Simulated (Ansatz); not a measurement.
SiH2Me(vinyl) (C₃H₈Si). The state is a singlet with charge 0. Geometry r2SCAN-D4/def2-SVP; atoms count from 1.

```xyz
12

Si   -0.283   -0.343    0.747
H     0.544    0.284    1.825
H    -1.594   -0.762    1.341
C     0.582   -1.863    0.053
H     0.728   -2.626    0.834
H     1.569   -1.599   -0.357
H    -0.012   -2.319   -0.756
C    -0.579    0.942   -0.583
C    -0.064    2.181   -0.562
H    -1.209    0.668   -1.443
H     0.569    2.529    0.265
H    -0.251    2.908   -1.363
```

Q: Estimate the Mulliken populations from the PBE0/def2-TZVP orbitals of Ansatz.

A: 
| atom | charge (e) |
| --- | --- |
| Si1 | 0.26 |
| H2 | -0.04 |
| H3 | -0.03 |
| C4 | -0.50 |
| H5 | 0.14 |
| H6 | 0.14 |
| H7 | 0.14 |
| C8 | -0.23 |
| C9 | -0.25 |
| H10 | 0.12 |
| H11 | 0.13 |
| H12 | 0.13 |
Mulliken values depend strongly on the basis.

Q: And the Mayer bond orders between heavy atoms (over 0.3)?

A: Si1–C4 1.00 (1.88 Å); Si1–C8 0.99 (1.87 Å); C8–C9 1.95 (1.34 Å).
